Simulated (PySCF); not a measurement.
Q: Give a PBE0-D3(BJ)/def2-SVP geometry of `O1[SiH2]O[SiH2]O[SiH2]O[SiH2]1`.

A: 
```xyz
16
H8O4Si4 angstrom
O     -0.5880   -1.7440    0.5428
Si     0.9635   -1.7389    1.0941
O      1.8022   -0.4754    0.4522
Si     2.0309    0.9815   -0.2811
O      0.5873    1.7170   -0.5750
Si    -1.0457    1.9082   -0.6622
O     -1.8095    0.4666   -0.4377
Si    -1.9542   -1.1504   -0.1599
H      1.6182   -3.0025    0.6690
H      0.9455   -1.6027    2.5750
H      2.7253    0.7579   -1.5763
H      2.8294    1.8489    0.6234
H     -1.3894    2.4257   -2.0122
H     -1.4778    2.8460    0.4073
H     -2.1631   -1.8457   -1.4579
H     -3.0971   -1.3658    0.7641
```

Orientation and origin are arbitrary. Atoms count from 1 in this order. Si2 (oxygen-bound silicon) is tetrahedral (angles from 108.5° to 111.6°). All 8 O–Si bonds measure 1.646 to 1.647 Å. The 8-membered ring O1–Si2–O3–Si4–O5–Si6–O7–Si8 has internal angles of 110.6° to 158.6°; it is puckered, 0.17 Å rms from its mean plane, widest ring torsion 21°.

Bonds between heavy atoms (Å): O1–Si2 1.646, Si2–O3 1.647, O3–Si4 1.647, Si4–O5 1.647, O5–Si6 1.647, Si6–O7 1.647, O7–Si8 1.647, O1–Si8 1.647.

Theory: PBE0-D3(BJ)/def2-SVP geometry optimisation, gas phase (PySCF 2.14.0).

No PBE0-D3(BJ)/def2-SVP frequencies stand behind this structure, so it isn't proved a minimum. The numbers are those of one conformer (Si8–O1–Si2–O3 -16°, O1–Si2–O3–Si4 19°, Si2–O3–Si4–O5 2°, O3–Si4–O5–Si6 -6°).

Time: 74 s of wall time. Hardware: one thread, Arm Neoverse V2 (shared host). This is the geometry optimisation.
